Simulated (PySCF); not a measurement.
**Mn²⁺ (manganese, charge +2) across methods**

[Ar] 3d4 4s1, high-spin 6D determinant (an excited configuration). Calculation: PySCF 2.14, in x2c-TZVPPall (6s5p4d2f1g, 64 functions); the spin-free X2C one-electron Hamiltonian (Gaussian nucleus).

```json
{"method": "LC-wPBE", "E (hartree)": "-1157.208", "mean ε 3p β (eV)": "-81.996", "mean ε 3d α (eV)": "-37.429", "mean ε 4s α (eV)": "-25.575", "Σ⟨r²⟩ (bohr²)": "20.99", "⟨S²⟩": "8.750"}
{"method": "r2SCAN", "E (hartree)": "-1157.367", "mean ε 3p β (eV)": "-77.298", "mean ε 3d α (eV)": "-32.800", "mean ε 4s α (eV)": "-22.608", "Σ⟨r²⟩ (bohr²)": "20.97", "⟨S²⟩": "8.751"}
{"method": "PBE0", "E (hartree)": "-1157.186", "mean ε 3p β (eV)": "-79.451", "mean ε 3d α (eV)": "-34.862", "mean ε 4s α (eV)": "-23.132", "Σ⟨r²⟩ (bohr²)": "20.98", "⟨S²⟩": "8.750"}
{"method": "LDA", "E (hartree)": "-1154.927", "mean ε 3p β (eV)": "-76.527", "mean ε 3d α (eV)": "-32.357", "mean ε 4s α (eV)": "-22.668", "Σ⟨r²⟩ (bohr²)": "21.03", "⟨S²⟩": "8.750"}
{"method": "PBE", "E (hartree)": "-1157.146", "mean ε 3p β (eV)": "-76.393", "mean ε 3d α (eV)": "-32.176", "mean ε 4s α (eV)": "-22.367", "Σ⟨r²⟩ (bohr²)": "21.03", "⟨S²⟩": "8.750"}
{"method": "M06-2X", "E (hartree)": "-1157.398", "mean ε 3p β (eV)": "-82.577", "mean ε 3d α (eV)": "-37.394", "mean ε 4s α (eV)": "-23.681", "Σ⟨r²⟩ (bohr²)": "20.97", "⟨S²⟩": "8.751"}
{"method": "PW91", "E (hartree)": "-1157.460", "mean ε 3p β (eV)": "-76.509", "mean ε 3d α (eV)": "-32.285", "mean ε 4s α (eV)": "-22.463", "Σ⟨r²⟩ (bohr²)": "21.01", "⟨S²⟩": "8.750"}
{"method": "wB97X", "E (hartree)": "-1157.402", "mean ε 3p β (eV)": "-81.962", "mean ε 3d α (eV)": "-37.067", "mean ε 4s α (eV)": "-25.012", "Σ⟨r²⟩ (bohr²)": "20.98", "⟨S²⟩": "8.750"}
{"method": "UHF", "E (hartree)": "-1156.33532", "mean ε 3p β (eV)": "-87.011", "mean ε 3d α (eV)": "-42.159", "mean ε 4s α (eV)": "-25.051", "Σ⟨r²⟩ (bohr²)": "21.02", "⟨S²⟩": "8.751"}
```
